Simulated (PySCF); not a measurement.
Harmonic spectrum computed at PBE0 in the def2-TZVP basis family (core potentials from Rb on, PySCF, no spin–orbit coupling):

```
ω (cm⁻¹)  IR (km/mol)
     137         18.7
     600          205
     618         79.2
```

Q: Which molecule gave it? In each, all ligands are bound to the one heavy central atom.
A. LaF₂⁺ (singlet)
B. IrF₂⁺ (quintet)
C. YF₂⁺ (singlet)
D. CoF₂⁺ (quintet)

A: A. It has C2v symmetry with La–F 2.052 Å (×2).
